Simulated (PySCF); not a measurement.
Compound: C2H8AlOSb.
Bonds: C1–C2, C2–O3, O3–Al4, Al4–Sb5. Hydrogens: H6, H7, H8 on C1; H9, H10 on C2; H11 on Al4; H12, H13 on Sb5.

Computed, not measured: PySCF 2.14.0, PBE0-D3(BJ)/def2-SVP geometry optimisation, gas phase, def2 core potentials past Kr.

(1) How far are the bound atoms from Al4?

(2) List the angles at Al4.

(3) What is the shape at Al4?

(4) How far are the bound atoms from Sb5?

(5) List the angles at Sb5.

(6) What is the shape at Sb5?

(7) What are the other bond lengths?

(8) Give some angles away from the centre.

(9) What are the rotational constants (commonest isotopes, rigid rotor)?

## Answers

(1) 3 atoms: H11 1.584 Å, O3 1.702 Å, Sb5 2.649 Å. The nearest atom not counted as bound is C2, at 2.89 Å.

(2) 
```tsv
angle	degrees	distance of the outer atoms (Å)
Sb5–Al4–H11	125.9	3.80
O3–Al4–Sb5	118.5	3.77
O3–Al4–H11	115.6	2.78
```

(3) Planar: angles 125.9°, 118.5° and 115.6°, sum 360.0°, 0.02 Å off the plane of its three neighbours.

(4) 3 atoms: H13 1.718 Å, H12 1.719 Å, Al4 2.649 Å. The nearest atom not counted as bound is H10, at 3.65 Å.

(5) 
```json
{"angle": "H12–Sb5–H13", "degrees": "91.4", "distance of the outer atoms (Å)": "2.46"}
{"angle": "Al4–Sb5–H13", "degrees": "88.4", "distance of the outer atoms (Å)": "3.12"}
{"angle": "Al4–Sb5–H12", "degrees": "88.2", "distance of the outer atoms (Å)": "3.11"}
```

(6) Pyramidal: angles 91.4°, 88.4° and 88.2°, sum 268.0°, 1.11 Å off the plane of its three neighbours.

(7) C1–C2 1.515 Å; C2–O3 1.395 Å; C1–H6, C1–H7, C1–H8 1.101 Å; C2–H9, C2–H10 1.107 Å.

(8) C1–C2–O3 111.4°, C2–O3–Al4 137.5°.

(9) A = 4174, B = 776.9, C = 688.9 MHz: a near-prolate asymmetric top.

Point group: C1 (no symmetry element, even within 0.4 Å). Charge 0, singlet. Stationary, but not proved a minimum.

On Arm Neoverse V2, one thread, no GPU, on a shared host, this took 2.7 min and 0.54 GiB of memory at its peak. That covers the optimisation of the geometry.

Shape of the structure used: `[CH3:1][CH2:2][O:3][AlH:4][SbH2:5]`: C1–C2–O3–Al4 102°, C2–O3–Al4–Sb5 6°.

One conformer stands for the species.
